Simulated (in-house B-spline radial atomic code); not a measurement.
**RPA and G0W0 on Hartree-Fock: Zr³⁷⁺**

Configuration [He] 2s1, highest spin, mean-field start Hartree-Fock. Computed with a B-spline radial code for spherical atoms: all electrons, non-relativistic, point nucleus, each spin shell either full or empty, empty states to l = 9 with an (l + 1/2)⁻⁴ tail; G0W0 by contour deformation at full frequency.

Without relativity these are model numbers: it shifts the levels of so heavy an element strongly and can reorder them.

Command:
```bash
python run_gw.py task.json out
```
Settings (radii: box in bohr, nucleus in fm):
```
Z                        40
electrons                3
configuration            [He] 2s1
hamiltonian              nr
method                   hf
lmax                     9
spin_polarised           True
box_radius               2.61
intervals                45
ion_configuration        1s2
```

Run time, properties included: 0.6 s on 1 thread of Intel(R) Xeon(R) 6975P-C, with other jobs on the host.

Energies (hartree):

```tsv
term	value
mean-field total	-1759.44364
Hartree-Fock functional on these orbitals	-1759.44364
direct second order	-0.23698
second-order exchange	0.18458
SOSEX correction	0.16777
```

Problem. What is the RPA correlation energy, and what remains with SOSEX?

Solution. RPA gives -0.21957 hartree (-1.99 eV per electron); RPA + SOSEX gives -0.051793, and the second-order doubles (MP2) -0.052393 hartree. SOSEX takes back 76 % of the RPA value.

Quasi-particle levels (eV):

```
  level  occupied  mean field  Σx - vxc     Σc  QP weight       G0W0
  2s up       yes    -5015.96      0.00      ?          ?          ?
1s down       yes   -20872.16      0.00   2.06      0.999  -20870.10
  1s up       yes   -20894.90      0.00   5.55      0.982  -20889.35
2s down        no    -4857.63      0.00  -8.59      0.978   -4866.23
```

G0W0 = mean field + (Σx - vxc) + Σc, with Σc (partial-wave tail included) taken at the quasi-particle energy.

Problem. Where does G0W0 put 2s up?

Solution. At -5021.96 eV, with Σc = -6.00 eV and a quasi-particle weight of 0.988. The tabulated removal energy is 5146.935 ± 0.014 eV (NIST, tabulated theory); the calculation leaves out relativity, Breit and QED terms, and what these don't explain is the method's own error.

Problem. What does it cost to remove one electron (to 1s2) by differences of total energies, each species on its own start (correlation terms add to the Hartree-Fock functional)?

Solution. Hartree-Fock functional 5015.95 eV, + RPA 5019.43 eV, + RPA + SOSEX 5016.11 eV, + second order 5016.12 eV. Tabulated: 5146.935 ± 0.014 eV (NIST, tabulated theory); the calculation leaves out relativity, Breit and QED terms, and what these don't explain is the method's own error.
